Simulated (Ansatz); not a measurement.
C2H6Ga (SMILES C[Ga]C): methods side by side

The species is C2H6Ga (9 atoms), meant as a doublet with charge 0. As SMILES, `C[Ga]C`. Geometry: optimised at wB97X-V/def2-SVP.

| atom | x (Å) | y (Å) | z (Å) |
| --- | --- | --- | --- |
| C | -1.2413 | 1.1616 | 0.1780 |
| Ga | 0.4605 | 0.3892 | 0.8775 |
| C | 1.2721 | -1.1352 | -0.1222 |
| H | -2.0181 | 0.3755 | 0.1749 |
| H | -1.0909 | 1.4841 | -0.8681 |
| H | -1.6102 | 2.0175 | 0.7623 |
| H | 2.2105 | -1.5024 | 0.3190 |
| H | 1.4692 | -0.8210 | -1.1631 |
| H | 0.5482 | -1.9693 | -0.1584 |

Quantity: the dissociation energy of the H7–C3 bond into doublet H and singlet C2H5Ga (shapes relaxed at wB97X-V/def2-SVP, no zero-point term), in eV. The values are calculated.

```
               level                    kind  program  value (eV)  CPU time (all runs)
       UHF/def2-TZVP            Hartree–Fock   Ansatz        3.71                5.9 s
    USVWN5/def2-TZVP                     LDA   Ansatz        3.65                4.5 s
     UBLYP/def2-TZVP                     GGA   Ansatz        3.50                8.3 s
      UPBE/def2-TZVP                     GGA   Ansatz        3.49                  8 s
  U-r2SCAN/def2-TZVP                meta-GGA   Ansatz        3.67                 16 s
  UPBE0-D4/def2-TZVP           global hybrid   Ansatz        3.66                 12 s
UCAM-B3LYP/def2-TZVP  range-separated hybrid   Ansatz        3.70                 14 s
   UB2PLYP/def2-TZVP           double hybrid   Ansatz        3.56                 17 s
   RPA@PBE/def2-TZVP                     RPA   Ansatz        3.55                 19 s
```

All-electron rows without a relativistic Hamiltonian named are non-relativistic. The values span 3.49 to 3.71 eV. A fragment with an even electron count was run as a singlet and may have a lower triplet. Measured bond enthalpies also hold zero-point and thermal terms, a few tenths of an eV less. Times are those of the runs behind each value, whatever else they computed, on shared processors of several kinds: orders of magnitude only.
